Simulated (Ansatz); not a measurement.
Basis-set extrapolation for `F[C]1=[CH][AlH]1` (PBE0-D4/def2-TZVP geometry, frozen core, the Gaussian-basis code of Ansatz). Multiplicity 1, RHF reference.

```json
{"": "HF", "def2-TZVPP": "-418.247493", "def2-QZVPP": "-418.262118"}
{"": "MP2 correlation", "def2-TZVPP": "-0.625361", "def2-QZVPP": "-0.675030"}
{"": "CCSD(T) correlation", "def2-TZVPP": "-0.671920", "def2-QZVPP": "not run"}
```

Energies in hartree. Use E(X) = E(∞) + A·exp(−7.88·√X) for Hartree–Fock and E(X) = E(∞) + B·X^(−2.97) for correlation, with X = 3 and 4, and add CCSD(T) minus MP2 of the smaller set to the MP2 limit.

Question: What is the CCSD(T) energy at the basis-set limit?

Answer: HF limit: -418.262118 + (-0.014625) × 0.13774 = -418.26413. MP2 limit: -0.675030 + (-0.049669) × 0.74074 = -0.71182. Higher-order term: -0.671920 − (-0.625361) = -0.04656. Total: -419.02251 hartree, 2.81 eV below CCSD(T)/def2-TZVPP.
